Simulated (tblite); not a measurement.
A geometry optimisation, step by step.

Compound: C₄H₁₀BrNSi.
Atom-mapped SMILES: `[CH2:1]=[CH:2][Si@H:3]([Br:4])[N:5]([CH3:6])[CH3:7]` (hydrogens: H8, H9 on C1; H10 on C2; H11 on Si3; H12, H13, H14 on C6; H15, H16, H17 on C7)

Computed with GFN2-xTB (tblite), gas phase: L-BFGS steps from a force-field or distance-geometry start until the largest atomic force falls under 0.01 eV/Å. 11 of its 101 geometries are shown.

Step 0: E = -609.9120 eV, largest atomic force 2.535 eV/Å
```
atom  x, y, z in Å  |  force x, y, z in eV/Å
C1      2.753    0.152    1.139   -1.209   0.340  -2.202
C2      1.988    0.183    0.009    1.647   0.401   1.627
Si3     0.478   -0.856   -0.133   -1.557   0.159  -0.749
Br4     0.510   -1.984   -2.110   -0.044   0.335   0.602
N5     -1.005    0.143   -0.178    1.735  -1.257   0.338
C6     -2.208   -0.640   -0.080   -0.443  -0.224  -1.103
C7     -0.960    1.327    0.632   -0.145   0.915  -0.252
H8      2.446   -0.478    1.958    0.373   0.190   0.047
H9      3.634    0.781    1.168   -0.124  -0.318   0.415
H10     2.296    0.826   -0.811   -0.034  -0.139   0.142
H11     0.483   -1.850    0.928   -0.039  -0.239   0.013
H12    -3.089    0.006   -0.271    0.396  -0.372   0.346
H13    -2.165   -1.389   -0.896   -0.185   0.357   0.284
H14    -2.300   -1.222    0.841   -0.188   0.368   0.217
H15     0.059    1.755    0.581   -0.534  -0.268   0.334
H16    -1.631    2.085    0.194    0.013  -0.159   0.053
H17    -1.298    1.176    1.668    0.339  -0.089  -0.113
```

Step 10: E = -610.2066 eV, largest atomic force 0.189 eV/Å
```
atom  x, y, z in Å  |  force x, y, z in eV/Å
C1      2.759    0.186    1.104   -0.057   0.019  -0.170
C2      2.010    0.213    0.010   -0.012  -0.137   0.114
Si3     0.485   -0.873   -0.117    0.046  -0.136   0.016
Br4     0.482   -1.952   -2.064    0.010   0.017  -0.007
N5     -0.944    0.076   -0.118    0.027  -0.068   0.174
C6     -2.205   -0.639   -0.108    0.021   0.084   0.013
C7     -0.975    1.318    0.620   -0.013  -0.022   0.001
H8      2.503   -0.441    1.945    0.000   0.028  -0.027
H9      3.657    0.768    1.223    0.049   0.083  -0.055
H10     2.290    0.830   -0.839    0.000  -0.059   0.178
H11     0.485   -1.949    0.889    0.082   0.083  -0.099
H12    -3.027    0.057   -0.271    0.011   0.044  -0.057
H13    -2.212   -1.377   -0.911    0.000   0.026   0.085
H14    -2.375   -1.149    0.850   -0.025   0.032  -0.099
H15     0.015    1.771    0.627   -0.041  -0.012  -0.075
H16    -1.677    2.001    0.136   -0.016   0.021   0.075
H17    -1.277    1.171    1.665   -0.081  -0.006  -0.066
```

Step 20: E = -610.2377 eV, largest atomic force 0.120 eV/Å
```
atom  x, y, z in Å  |  force x, y, z in eV/Å
C1      2.781    0.193    1.103   -0.016   0.028  -0.050
C2      2.011    0.179    0.027   -0.021   0.005   0.029
Si3     0.497   -0.918   -0.105    0.034  -0.009   0.115
Br4     0.476   -1.936   -2.086   -0.008   0.020  -0.005
N5     -0.928    0.034   -0.045    0.020  -0.018  -0.004
C6     -2.215   -0.617   -0.109   -0.026   0.015  -0.026
C7     -0.989    1.304    0.636    0.022   0.001   0.011
H8      2.564   -0.418    1.966    0.025   0.014  -0.037
H9      3.660    0.816    1.176    0.004   0.000   0.013
H10     2.276    0.810   -0.813   -0.027  -0.049   0.017
H11     0.562   -2.025    0.859   -0.008   0.052  -0.057
H12    -2.975    0.130   -0.332   -0.080  -0.018  -0.069
H13    -2.218   -1.365   -0.899    0.007  -0.035   0.026
H14    -2.477   -1.099    0.840   -0.015  -0.004  -0.020
H15    -0.013    1.781    0.620    0.038  -0.011   0.035
H16    -1.706    1.954    0.127    0.026   0.000  -0.009
H17    -1.314    1.189    1.675    0.025   0.010   0.030
```

Step 30: E = -610.2507 eV, largest atomic force 0.110 eV/Å
```
atom  x, y, z in Å  |  force x, y, z in eV/Å
C1      2.802    0.215    1.093   -0.030  -0.011  -0.011
C2      1.998    0.172    0.043   -0.013   0.021  -0.013
Si3     0.487   -0.936   -0.067    0.077   0.029   0.066
Br4     0.466   -1.887   -2.081    0.001  -0.034  -0.046
N5     -0.939    0.013   -0.001    0.048  -0.021  -0.046
C6     -2.235   -0.613   -0.129   -0.009   0.006  -0.004
C7     -0.979    1.293    0.663   -0.003  -0.021   0.000
H8      2.619   -0.394    1.966    0.030   0.050  -0.033
H9      3.675    0.853    1.140   -0.083  -0.065  -0.031
H10     2.229    0.788   -0.820   -0.004  -0.002   0.041
H11     0.586   -2.072    0.856   -0.047   0.058  -0.009
H12    -2.974    0.123   -0.449    0.025   0.057  -0.025
H13    -2.197   -1.399   -0.881    0.032  -0.028   0.041
H14    -2.574   -1.046    0.818   -0.011  -0.009   0.007
H15     0.010    1.746    0.650   -0.001  -0.024   0.034
H16    -1.672    1.953    0.137   -0.002  -0.002   0.006
H17    -1.311    1.203    1.703   -0.012  -0.003   0.023
```

Step 40: E = -610.2600 eV, largest atomic force 0.096 eV/Å
```
atom  x, y, z in Å  |  force x, y, z in eV/Å
C1      2.808    0.235    1.071    0.021  -0.013   0.017
C2      1.978    0.179    0.043    0.030  -0.006  -0.023
Si3     0.486   -0.955   -0.050    0.064   0.072   0.001
Br4     0.465   -1.876   -2.080    0.015  -0.048  -0.007
N5     -0.935   -0.009    0.032    0.030   0.015  -0.040
C6     -2.236   -0.603   -0.150   -0.009  -0.002  -0.012
C7     -0.970    1.267    0.700   -0.009   0.000   0.012
H8      2.659   -0.364    1.958    0.018   0.025  -0.063
H9      3.678    0.877    1.078   -0.075  -0.029   0.020
H10     2.186    0.800   -0.822   -0.020  -0.031   0.014
H11     0.555   -2.086    0.872    0.028  -0.035   0.020
H12    -2.916    0.134   -0.579   -0.033   0.019  -0.026
H13    -2.167   -1.446   -0.834   -0.005  -0.011  -0.005
H14    -2.661   -0.957    0.795   -0.005   0.019   0.038
H15     0.029    1.697    0.719   -0.012   0.005   0.015
H16    -1.636    1.940    0.155    0.001   0.029   0.025
H17    -1.330    1.180    1.730   -0.038  -0.009   0.014
```

Step 50: E = -610.2696 eV, largest atomic force 0.055 eV/Å
```
atom  x, y, z in Å  |  force x, y, z in eV/Å
C1      2.813    0.246    1.040    0.011  -0.001   0.022
C2      1.976    0.177    0.019    0.002   0.023   0.007
Si3     0.491   -0.964   -0.048    0.016   0.047  -0.023
Br4     0.489   -1.939   -2.055   -0.027  -0.001   0.021
N5     -0.924   -0.003    0.019    0.000   0.015  -0.009
C6     -2.233   -0.579   -0.177    0.004  -0.001  -0.013
C7     -0.973    1.245    0.740   -0.004   0.002   0.008
H8      2.688   -0.366    1.920    0.004   0.005  -0.020
H9      3.662    0.913    1.052   -0.019  -0.020  -0.014
H10     2.153    0.809   -0.843    0.006  -0.011   0.006
H11     0.555   -2.082    0.890    0.033  -0.019   0.032
H12    -2.875    0.131   -0.704    0.005   0.008   0.001
H13    -2.158   -1.484   -0.774   -0.010   0.001   0.001
H14    -2.704   -0.826    0.781   -0.019  -0.015  -0.011
H15     0.026    1.664    0.833    0.011  -0.018  -0.012
H16    -1.605    1.955    0.201    0.002   0.000  -0.004
H17    -1.388    1.114    1.746   -0.014  -0.014   0.007
```

Step 60: E = -610.2725 eV, largest atomic force 0.036 eV/Å
```
atom  x, y, z in Å  |  force x, y, z in eV/Å
C1      2.823    0.254    1.024    0.012   0.001  -0.003
C2      1.974    0.190    0.014    0.008  -0.006  -0.004
Si3     0.496   -0.961   -0.034    0.004  -0.002  -0.023
Br4     0.451   -1.966   -2.023    0.005  -0.015  -0.004
N5     -0.926   -0.012    0.027    0.004   0.010   0.001
C6     -2.238   -0.569   -0.202    0.012   0.012  -0.001
C7     -0.977    1.225    0.765   -0.009   0.010   0.002
H8      2.710   -0.361    1.904    0.004   0.011  -0.019
H9      3.672    0.921    1.024   -0.001  -0.008   0.011
H10     2.144    0.824   -0.849   -0.010  -0.002   0.000
H11     0.606   -2.066    0.918    0.001  -0.008   0.030
H12    -2.842    0.139   -0.775   -0.016   0.013  -0.011
H13    -2.169   -1.497   -0.763    0.019   0.012  -0.007
H14    -2.750   -0.769    0.745   -0.022  -0.028   0.008
H15     0.025    1.629    0.886    0.012  -0.013   0.014
H16    -1.584    1.953    0.222   -0.025   0.006  -0.012
H17    -1.421    1.080    1.756    0.001   0.008   0.016
```

Step 70: E = -610.2740 eV, largest atomic force 0.028 eV/Å
```
atom  x, y, z in Å  |  force x, y, z in eV/Å
C1      2.827    0.250    1.015   -0.001  -0.004  -0.010
C2      1.978    0.195    0.003   -0.002  -0.006  -0.001
Si3     0.497   -0.952   -0.033   -0.001  -0.009   0.018
Br4     0.439   -2.001   -1.999    0.011   0.001   0.006
N5     -0.928   -0.007    0.026   -0.001  -0.002  -0.002
C6     -2.237   -0.566   -0.211    0.008   0.004  -0.003
C7     -0.982    1.225    0.772   -0.008   0.006   0.004
H8      2.705   -0.372    1.888    0.012   0.009  -0.001
H9      3.680    0.911    1.027   -0.006  -0.002  -0.013
H10     2.148    0.831   -0.858    0.001   0.005   0.005
H11     0.619   -2.033    0.947   -0.007  -0.016   0.007
H12    -2.848    0.149   -0.767    0.005   0.002  -0.008
H13    -2.155   -1.480   -0.793   -0.025   0.003  -0.008
H14    -2.750   -0.793    0.732    0.019  -0.016  -0.013
H15     0.020    1.625    0.903    0.009   0.007   0.006
H16    -1.587    1.956    0.229   -0.012   0.017  -0.010
H17    -1.433    1.075    1.759   -0.004   0.002   0.024
```

Step 80: E = -610.2765 eV, largest atomic force 0.049 eV/Å
```
atom  x, y, z in Å  |  force x, y, z in eV/Å
C1      2.849    0.256    0.976    0.002  -0.001   0.001
C2      1.970    0.197   -0.009   -0.002   0.000   0.010
Si3     0.494   -0.958    0.008    0.002  -0.012   0.025
Br4     0.442   -2.057   -1.929   -0.002  -0.002  -0.009
N5     -0.930   -0.010    0.051   -0.002  -0.022  -0.010
C6     -2.233   -0.549   -0.252    0.003   0.006   0.013
C7     -0.996    1.212    0.815   -0.008  -0.005  -0.007
H8      2.755   -0.369    1.850    0.031   0.012   0.021
H9      3.697    0.922    0.961    0.009  -0.006   0.000
H10     2.111    0.835   -0.873   -0.019  -0.006  -0.003
H11     0.622   -2.019    1.012   -0.004   0.025  -0.013
H12    -2.808    0.179   -0.829   -0.016   0.018   0.000
H13    -2.139   -1.457   -0.842   -0.003   0.006  -0.013
H14    -2.792   -0.785    0.660    0.015   0.007   0.004
H15     0.005    1.600    0.984    0.021  -0.002  -0.007
H16    -1.576    1.958    0.268   -0.018   0.024  -0.034
H17    -1.477    1.057    1.787   -0.011  -0.042   0.023
```

Step 90: E = -610.2803 eV, largest atomic force 0.047 eV/Å
```
atom  x, y, z in Å  |  force x, y, z in eV/Å
C1      2.894    0.260    0.929    0.010  -0.004   0.014
C2      1.959    0.195   -0.002    0.000  -0.002  -0.004
Si3     0.485   -0.960    0.071    0.003  -0.019   0.029
Br4     0.452   -2.146   -1.814   -0.001  -0.004  -0.004
N5     -0.932    0.000    0.044    0.012  -0.027  -0.005
C6     -2.229   -0.521   -0.314   -0.006  -0.009   0.002
C7     -1.023    1.190    0.854    0.008   0.001  -0.014
H8      2.854   -0.355    1.814    0.005  -0.012   0.009
H9      3.743    0.922    0.861   -0.004   0.014  -0.017
H10     2.045    0.827   -0.878    0.027   0.025  -0.003
H11     0.610   -1.969    1.125   -0.011   0.014  -0.011
H12    -2.793    0.248   -0.848   -0.022  -0.009   0.010
H13    -2.125   -1.386   -0.963   -0.006   0.014   0.000
H14    -2.800   -0.818    0.574   -0.008   0.013  -0.015
H15    -0.028    1.569    1.073    0.036  -0.004   0.013
H16    -1.578    1.960    0.314   -0.037   0.018  -0.023
H17    -1.541    0.995    1.799   -0.005  -0.009   0.020
```

Step 100: E = -610.2810 eV, largest atomic force 0.008 eV/Å
```
atom  x, y, z in Å  |  force x, y, z in eV/Å
C1      2.899    0.257    0.931    0.006  -0.001   0.005
C2      1.962    0.194    0.001   -0.004   0.002  -0.001
Si3     0.485   -0.958    0.074    0.000   0.002  -0.005
Br4     0.454   -2.151   -1.808    0.001   0.000   0.005
N5     -0.933    0.001    0.039    0.001  -0.001  -0.004
C6     -2.232   -0.521   -0.314   -0.007  -0.004  -0.002
C7     -1.024    1.192    0.848   -0.001  -0.001  -0.002
H8      2.864   -0.358    1.817   -0.001  -0.008   0.000
H9      3.746    0.921    0.858    0.004   0.005   0.001
H10     2.054    0.831   -0.872   -0.005  -0.001   0.002
H11     0.602   -1.963    1.133   -0.001   0.003  -0.002
H12    -2.809    0.253   -0.825    0.007   0.001  -0.004
H13    -2.129   -1.372   -0.983   -0.003   0.001  -0.001
H14    -2.793   -0.838    0.572    0.001  -0.003   0.006
H15    -0.028    1.572    1.063    0.001  -0.001  -0.001
H16    -1.587    1.959    0.310   -0.002   0.001  -0.001
H17    -1.537    0.993    1.796    0.003   0.004   0.005
```

Question: Summarise the path.

Answer: The energy falls by 0.3690 eV from step 0 to step 100; nine tenths of that is first reached at step 25. It falls at every step. The largest force goes from 2.535 to 0.008 eV/Å. Among the bonds Si3–N5 changes most, from 1.789 to 1.712 Å; the atoms move by 0.364 Å rms after alignment.

Question: Follow the three bonds and two angles with the largest change from start to end.

Answer: 
```json
{"step": "0", "E above end (eV)": "0.3690", "largest force (eV/Å)": "2.535", "Si3–N5 (Å)": "1.789", "Si3–Br4 (Å)": "2.277", "C1=C2 (Å)": "1.365", "Si3–N5–C6 (°)": "112.8", "H8–C1–H9 (°)": "123.4"}
{"step": "4", "E above end (eV)": "0.1177", "largest force (eV/Å)": "0.285", "Si3–N5 (Å)": "1.716", "Si3–Br4 (Å)": "2.213", "C1=C2 (Å)": "1.324", "Si3–N5–C6 (°)": "114.6", "H8–C1–H9 (°)": "116.7"}
{"step": "9", "E above end (eV)": "0.0812", "largest force (eV/Å)": "0.185", "Si3–N5 (Å)": "1.717", "Si3–Br4 (Å)": "2.229", "C1=C2 (Å)": "1.324", "Si3–N5–C6 (°)": "116.3", "H8–C1–H9 (°)": "114.6"}
{"step": "13", "E above end (eV)": "0.0604", "largest force (eV/Å)": "0.123", "Si3–N5 (Å)": "1.714", "Si3–Br4 (Å)": "2.219", "C1=C2 (Å)": "1.323", "Si3–N5–C6 (°)": "118.4", "H8–C1–H9 (°)": "115.8"}
{"step": "17", "E above end (eV)": "0.0483", "largest force (eV/Å)": "0.138", "Si3–N5 (Å)": "1.714", "Si3–Br4 (Å)": "2.235", "C1=C2 (Å)": "1.321", "Si3–N5–C6 (°)": "119.1", "H8–C1–H9 (°)": "115.8"}
{"step": "22", "E above end (eV)": "0.0405", "largest force (eV/Å)": "0.098", "Si3–N5 (Å)": "1.714", "Si3–Br4 (Å)": "2.226", "C1=C2 (Å)": "1.323", "Si3–N5–C6 (°)": "119.6", "H8–C1–H9 (°)": "115.5"}
{"step": "26", "E above end (eV)": "0.0355", "largest force (eV/Å)": "0.078", "Si3–N5 (Å)": "1.714", "Si3–Br4 (Å)": "2.233", "C1=C2 (Å)": "1.322", "Si3–N5–C6 (°)": "119.9", "H8–C1–H9 (°)": "115.6"}
{"step": "30", "E above end (eV)": "0.0302", "largest force (eV/Å)": "0.110", "Si3–N5 (Å)": "1.714", "Si3–Br4 (Å)": "2.227", "C1=C2 (Å)": "1.323", "Si3–N5–C6 (°)": "120.2", "H8–C1–H9 (°)": "115.8"}
{"step": "35", "E above end (eV)": "0.0253", "largest force (eV/Å)": "0.109", "Si3–N5 (Å)": "1.713", "Si3–Br4 (Å)": "2.233", "C1=C2 (Å)": "1.322", "Si3–N5–C6 (°)": "120.7", "H8–C1–H9 (°)": "115.4"}
{"step": "39", "E above end (eV)": "0.0219", "largest force (eV/Å)": "0.088", "Si3–N5 (Å)": "1.710", "Si3–Br4 (Å)": "2.228", "C1=C2 (Å)": "1.323", "Si3–N5–C6 (°)": "120.9", "H8–C1–H9 (°)": "115.6"}
{"step": "43", "E above end (eV)": "0.0186", "largest force (eV/Å)": "0.063", "Si3–N5 (Å)": "1.709", "Si3–Br4 (Å)": "2.235", "C1=C2 (Å)": "1.321", "Si3–N5–C6 (°)": "121.5", "H8–C1–H9 (°)": "116.1"}
{"step": "48", "E above end (eV)": "0.0122", "largest force (eV/Å)": "0.043", "Si3–N5 (Å)": "1.713", "Si3–Br4 (Å)": "2.230", "C1=C2 (Å)": "1.322", "Si3–N5–C6 (°)": "121.1", "H8–C1–H9 (°)": "115.5"}
{"step": "52", "E above end (eV)": "0.0109", "largest force (eV/Å)": "0.035", "Si3–N5 (Å)": "1.712", "Si3–Br4 (Å)": "2.232", "C1=C2 (Å)": "1.322", "Si3–N5–C6 (°)": "121.5", "H8–C1–H9 (°)": "115.7"}
{"step": "57", "E above end (eV)": "0.0097", "largest force (eV/Å)": "0.043", "Si3–N5 (Å)": "1.712", "Si3–Br4 (Å)": "2.228", "C1=C2 (Å)": "1.322", "Si3–N5–C6 (°)": "121.7", "H8–C1–H9 (°)": "115.9"}
{"step": "61", "E above end (eV)": "0.0083", "largest force (eV/Å)": "0.036", "Si3–N5 (Å)": "1.711", "Si3–Br4 (Å)": "2.229", "C1=C2 (Å)": "1.322", "Si3–N5–C6 (°)": "122.5", "H8–C1–H9 (°)": "115.7"}
{"step": "65", "E above end (eV)": "0.0078", "largest force (eV/Å)": "0.026", "Si3–N5 (Å)": "1.712", "Si3–Br4 (Å)": "2.230", "C1=C2 (Å)": "1.322", "Si3–N5–C6 (°)": "122.3", "H8–C1–H9 (°)": "115.5"}
{"step": "70", "E above end (eV)": "0.0070", "largest force (eV/Å)": "0.028", "Si3–N5 (Å)": "1.711", "Si3–Br4 (Å)": "2.229", "C1=C2 (Å)": "1.322", "Si3–N5–C6 (°)": "122.4", "H8–C1–H9 (°)": "115.7"}
{"step": "74", "E above end (eV)": "0.0063", "largest force (eV/Å)": "0.041", "Si3–N5 (Å)": "1.711", "Si3–Br4 (Å)": "2.229", "C1=C2 (Å)": "1.322", "Si3–N5–C6 (°)": "122.5", "H8–C1–H9 (°)": "115.6"}
{"step": "78", "E above end (eV)": "0.0051", "largest force (eV/Å)": "0.039", "Si3–N5 (Å)": "1.711", "Si3–Br4 (Å)": "2.228", "C1=C2 (Å)": "1.322", "Si3–N5–C6 (°)": "122.5", "H8–C1–H9 (°)": "115.9"}
{"step": "83", "E above end (eV)": "0.0036", "largest force (eV/Å)": "0.054", "Si3–N5 (Å)": "1.711", "Si3–Br4 (Å)": "2.230", "C1=C2 (Å)": "1.322", "Si3–N5–C6 (°)": "122.8", "H8–C1–H9 (°)": "115.7"}
{"step": "87", "E above end (eV)": "0.0019", "largest force (eV/Å)": "0.053", "Si3–N5 (Å)": "1.711", "Si3–Br4 (Å)": "2.230", "C1=C2 (Å)": "1.322", "Si3–N5–C6 (°)": "123.0", "H8–C1–H9 (°)": "115.5"}
{"step": "91", "E above end (eV)": "0.0004", "largest force (eV/Å)": "0.030", "Si3–N5 (Å)": "1.712", "Si3–Br4 (Å)": "2.227", "C1=C2 (Å)": "1.321", "Si3–N5–C6 (°)": "123.1", "H8–C1–H9 (°)": "115.6"}
{"step": "96", "E above end (eV)": "0.0001", "largest force (eV/Å)": "0.012", "Si3–N5 (Å)": "1.712", "Si3–Br4 (Å)": "2.228", "C1=C2 (Å)": "1.322", "Si3–N5–C6 (°)": "123.1", "H8–C1–H9 (°)": "115.8"}
{"step": "100", "E above end (eV)": "0.0000", "largest force (eV/Å)": "0.008", "Si3–N5 (Å)": "1.712", "Si3–Br4 (Å)": "2.228", "C1=C2 (Å)": "1.322", "Si3–N5–C6 (°)": "123.2", "H8–C1–H9 (°)": "115.6"}
```

What follows is the cost of the whole relaxation. On one thread, Arm Neoverse V2 (aarch64), shared host with 96 logical CPUs at a one-minute load of 47, this took 0.68 s of wall time.
